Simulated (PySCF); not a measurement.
One of the candidates below gave these computed data.

All candidates are C6H10O2.

| technique | computed result |
| --- | --- |
| Dipole | 2.20 D [B3LYP/def2-SVPD] |
| Rotational structure | rotational constants A, B, C: 4.403, 1.249, 1.192 GHz [GFN2-xTB] |
| UV, strongest line | among the 8 lowest singlet transitions: S8 at 7.30 eV (170 nm, f = 0.104) [TDDFT B3LYP/def2-SVPD] |
| Triplet | lowest triplet excitation (Tamm–Dancoff): 4.31 eV [TDA B3LYP/def2-SVPD] |
| UV, first state | lowest singlet excitation: 5.66 eV (219 nm, f = 0.073) [TDDFT B3LYP/def2-SVPD] |
| Polarisability | 79.0 au [B3LYP/def2-SVPD] |

Electronic properties: PySCF, gas phase, density fitting. Levels stand in brackets. One conformer (not necessarily the lowest) at the GFN2-xTB geometry, without solvent, vibrations or thermal averaging.

**Question.** Which candidate is it?
A. `C/C=C\COC(C)=O`
B. `C[C@@H]1COCCC1=O`
C. `COCC1=CCOC1`

**Answer.** C. It is `COCC1=CCOC1`. Numbering: `[CH3:1][O:2][CH2:3][C:4]1=[CH:5][CH2:6][O:7][CH2:8]1`. Its formula, C6H10O2, gives 2 degrees of unsaturation: 1 ring and 1 π bond in the structure found. The optimised geometry has point group C1 and is an asymmetric top.

The others, at the same levels:
- `C/C=C\COC(C)=O` fails: its computed lowest singlet excitation is 5.90 eV (210 nm, f = 0.001) (against 5.66 eV), strongest line among the 8 lowest singlet transitions is S4 at 6.95 eV (178 nm, f = 0.182) (against S8 at 7.30 eV) and static isotropic polarisability is 82.5 au (against 79.0 au).
- `C[C@@H]1COCCC1=O` fails: its computed lowest singlet excitation is 4.30 eV (288 nm, f = 0.000) (against 5.66 eV), lowest triplet excitation (Tamm–Dancoff) is 3.77 eV (against 4.31 eV) and static isotropic polarisability is 75.9 au (against 79.0 au).

Each candidate is one conformer, not necessarily the lowest. The conformers computed, where there is a choice (atom-mapped SMILES and torsion angles):
- `[CH3:1][O:2][CH2:3][C:4]1=[CH:5][CH2:6][O:7][CH2:8]1`: C1–O2–C3–C4 68°, O2–C3–C4–C5 -121°
- `[CH3:1]/[CH:2]=[CH:3]\[CH2:4][O:5][C:6]([CH3:7])=[O:8]`: C2–C3–C4–O5 135°, C3–C4–O5–C6 90°, C4–O5–C6–C7 -178°

The conformers of `C[C@@H]1COCCC1=O` aren't listed.
